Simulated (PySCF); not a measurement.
Species: SnCl3(OiPr), C3H7Cl3OSn.
Bonds: Sn1–Cl2, Sn1–Cl3, Sn1–Cl4, Sn1–O5, O5–C6, C6–C7, C6–C8. Hydrogens: H9 on C6; H10, H11, H12 on C7; H13, H14, H15 on C8.

Level of theory: PBE0-D3(BJ)/def2-SVP geometry optimisation, gas phase, def2 core potentials past Kr (PySCF 2.14.0).

(1) How far are the bound atoms from Sn1?

(2) List the angles at Sn1.

(3) What is the shape at Sn1?

(4) What are the other bond lengths?

(5) Give some angles away from the centre.

(6) What are the rotational constants (commonest isotopes, rigid rotor)?

Results:

(1) 4 atoms: O5 1.956 Å, Cl2 2.314 Å, Cl3 2.323 Å, Cl4 2.326 Å. The nearest atom not counted as bound is C6, at 2.94 Å.

(2) 
```csv
angle,degrees,distance of the outer atoms (Å)
Cl3–Sn1–O5,112.8,3.57
Cl2–Sn1–Cl4,112.0,3.85
Cl2–Sn1–Cl3,108.6,3.76
Cl4–Sn1–O5,108.2,3.48
Cl2–Sn1–O5,107.8,3.46
Cl3–Sn1–Cl4,107.6,3.75
```

(3) Tetrahedral: angles from 107.6° to 112.8°; τ4 = (360° − α − β)/141° = 0.96 with α and β the two widest (0 for a square, 1 for a tetrahedron).

(4) O5–C6 1.428 Å; C6–C7, C6–C8 1.516 Å; C6–H9 1.107 Å; C7–H10 and 5 like bonds 1.101 Å.

(5) Sn1–O5–C6 119.9°, O5–C6–C7 106.0°, O5–C6–C8 111.4°, C7–C6–C8 112.9°.

(6) A = 949.3, B = 577.9, C = 551.6 MHz: an asymmetric top.

Point group: C1 (no symmetry element, even within 0.4 Å). Charge 0, singlet. No PBE0-D3(BJ)/def2-SVP frequencies stand behind this structure, so it isn't proved a minimum.

On one thread, Arm Neoverse V2 (aarch64), no GPU, shared host, this took 2.8 min wall and 0.77 GiB of memory at its peak. That covers the optimisation of the geometry.

One conformer stands for the species.
